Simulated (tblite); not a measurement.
C2H9F2NSi2.
Numbering: `[CH3:1][Si@H:2]([F:3])[NH:4][SiH2:5][CH2:6][F:7]` (hydrogens: H8, H9, H10 on C1; H11 on Si2; H12 on N4; H13, H14 on Si5; H15, H16 on C6)

Computed with GFN2-xTB (tblite), gas phase: L-BFGS steps from a force-field or distance-geometry start until the largest atomic force falls under 0.01 eV/Å.

Geometry at step 5:
```
atom  x, y, z in Å
C1     -0.3700   -2.1240   -2.1619
Si2    -0.0510   -0.3960   -1.5424
F3      1.5144   -0.0087   -1.5751
N4     -0.4788   -0.2308    0.1134
Si5    -0.3801    1.3317    0.8406
C6      0.7214    1.2532    2.3846
F7      0.3544    2.2578    3.2565
H8     -1.1244   -2.0751   -2.9377
H9      0.5003   -2.6013   -2.5874
H10    -0.7531   -2.7680   -1.3826
H11    -0.7513    0.5476   -2.3717
H12    -0.2277   -1.0289    0.6768
H13     0.3002    2.2446   -0.0624
H14    -1.6696    1.8556    1.2600
H15     1.7783    1.4235    2.1667
H16     0.6295    0.3277    2.9528
```

**Question.** Give the atomic forces at this geometry.

**Answer.** 
```
atom  Fx (eV/Å)  Fy (eV/Å)  Fz (eV/Å)
  C1     -0.154     -0.391     -0.104
 Si2      0.078      0.065     -0.059
  F3      0.211     -0.016     -0.295
  N4      0.025     -0.024      0.112
 Si5      0.082      0.248      0.134
  C6      0.179     -0.045      0.299
  F7     -0.019      0.103      0.073
  H8     -0.046     -0.122     -0.080
  H9      0.172     -0.006     -0.041
 H10     -0.041     -0.146      0.091
 H11     -0.054      0.370     -0.050
 H12     -0.190      0.050      0.119
 H13     -0.014      0.192     -0.174
 H14     -0.250     -0.096     -0.060
 H15      0.010     -0.061     -0.010
 H16      0.011     -0.122      0.047
```

The largest, 0.43 eV/Å, acts on C1; the rms over all components is 0.146 eV/Å. The forces sum to zero within rounding, as they must for an isolated molecule in no field.

**Question.** Give the force on C1 in Eh/bohr and in nN.

**Answer.** 0.433 eV/Å ÷ 51.422 = 0.00842 Eh/bohr, and 0.433 eV/Å × 1.602 = 0.69 nN.

**Question.** How far is this geometry from the end of the optimisation?

**Answer.** 0.275 eV above it, and 0.979 Å rms away after alignment. The bonds farthest from their final lengths, with half the difference of the two atoms' forces along the bond (positive lengthens):

| bond | now (Å) | final (Å) | force along bond (eV/Å) |
| --- | --- | --- | --- |
| C1–Si2 | 1.863 | 1.889 | +0.24 |
| Si2–H11 | 1.438 | 1.457 | +0.13 |
| Si5–C6 | 1.898 | 1.916 | +0.10 |
| Si5–H13 | 1.453 | 1.464 | +0.06 |
| Si5–H14 | 1.454 | 1.463 | +0.06 |
| Si2–N4 | 1.718 | 1.727 | +0.08 |

The angle farthest from its final value is Si2–N4–Si5, 118.6° against 127.0°.

Of the 4 listed bonds off by 0.010 Å or more, this force points towards the final length in 4.

What follows is the cost of the whole relaxation. Hardware: Arm Neoverse N1, one thread (shared host). Cost: 1.6 s wall.
